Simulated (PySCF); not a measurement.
**Correlation energy of Ba⁴⁵⁺ (barium, charge +45)**

[Ne] 3s1, 2S determinant. All numbers are calculated (PySCF 2.14, scalar relativity by spin-free X2C-1e, in an even-tempered Gaussian basis (18 s from 9.2 bohr⁻², ratio 2.5; 12 p from 12 bohr⁻², ratio 2.5; 4 d from 44 bohr⁻², ratio 2.7; 4 f from 66 bohr⁻², ratio 2.7)). Frozen: 1s2; 9 electrons correlated; the 21 highest virtual orbitals of each spin left out.

| level | correlation energy (mhartree) |
| --- | --- |
| CCSD | -338.03 |
| (T) | -0.09 |
| CCSD(T) | -338.12 |

Diagnostics: T1 = 6.7e-05, D1 = 0.0003, largest double amplitude 0.002.

Cost of the coupled-cluster step: about 13 core-seconds, for 9 correlated electrons.

Iterations:

```
CC2 = 0
CCSD nocc = (np.int64(5), np.int64(4)), nmo = (80, 80)
frozen orbitals [[0, 81, 82, 83, 84, 85, 86, 87, 88, 89, 90, 91, 92, 93, 94, 95, 96, 97, 98, 99, 100, 101], [0, 81, 82, 83, 84, 85, 86, 87, 88, 89, 90, 91, 92, 93, 94, 95, 96, 97, 98, 99, 100, 101]]
max_cycle = 100
direct = 0
conv_tol = 1e-08
conv_tol_normt = 1e-06
diis_space = 8
diis_start_cycle = 0
Init t2, MP2 energy = -0.336743655575916
Init E_corr(UCCSD) = -0.336743655575916
cycle = 1  E_corr(UCCSD) = -0.337987031848361  dE = -0.00124337627  norm(t1,t2) = 0.000375925
cycle = 2  E_corr(UCCSD) = -0.338032741126838  dE = -4.57092785e-05  norm(t1,t2) = 1.50163e-05
cycle = 3  E_corr(UCCSD) = -0.338033819251417  dE = -1.07812458e-06  norm(t1,t2) = 7.62644e-07
cycle = 4  E_corr(UCCSD) = -0.338033811643355  dE = 7.60806262e-09  norm(t1,t2) = 4.52854e-09
UCCSD converged
E(UCCSD) = -6152.192053421763  E_corr = -0.3380338116433546
UCCSD(T) correction = -9.13879256101381e-05
```

At this charge the one-electron X2C treatment keeps the bare 1/r₁₂, with no two-electron picture change or Breit term. The effect here is smaller than on the frozen 1s shell; and a scalar Hamiltonian misses the large spin-orbit splitting of the p shells, which matters for ns² → np² pairs.
